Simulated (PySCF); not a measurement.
# Gas-phase XPS of `NBN[SiH3]`, computed

Species: BH7N2Si.
Numbering: `[NH2:1][BH:2][NH:3][SiH3:4]`

Method used: delta-SCF UKS SCAN, pcX-2 on the ionised atom, pcseg-1 elsewhere, spin-free X2C (PySCF 2.14.0). Vertical ΔSCF values, vacuum level as zero.

Task: What binding energy does each computed site have?

Result: 
```tsv
atom(s)	bonded to	level	binding energy (eV)	2p1/2 (eV)	above the level's lowest (eV)	count
N1	2 H and B	N 1s	404.90	–	+0.61	1
B2	2 N and H	B 1s	195.68	–	0.00	1
N3	H, B and Si	N 1s	404.29	–	0.00	1
Si4	N and 3 H	Si 2p3/2	106.96	107.58	0.00	1
Si4	N and 3 H	Si 1s	1846.81	–	0.00	1
```

Lowest listed N 1s: N3, bonded to H, B and Si. Highest, 0.61 eV above it: N1, bonded to 2 H and B.

Task: Express the binding energy of N 1s of N3 in atomic units and per mole.

Result: 404.29 eV = 14.8574 Eh = 39008 kJ/mol.

Task: Which photon energy gives electrons from N 1s of N3 a kinetic energy of 200 eV, and what is their de Broglie wavelength?

Result: hν = 404.29 + 200 = 604.29 eV, recoil neglected; λ = 12.264 Å/√(E/eV) = 0.87 Å.

Spin–orbit coupling isn't in the SCF: each 2p doublet comes from a relaxed spin-free hole plus a matrix of the shell (mean-field spin–orbit coupling and the ground-state 2p splitting), with 2p3/2 averaged over its two sublevels. 2p1/2 minus 2p3/2 (ligand field included): Si 0.62 eV. Isolated species at its PBE0-D3(BJ)/def2-SVP geometry (one conformer only).

Hardware: an Intel Xeon at 2.50 GHz with one thread, no GPU, shared host. Cost: 48 s, 0.44 GiB resident at most.

The values belong to the conformer `[NH2:1][BH:2][NH:3][SiH3:4]`: N1–B2–N3–Si4 -177°, H–N1–B2–N3 -179°, H–N1–B2–N3 0°.
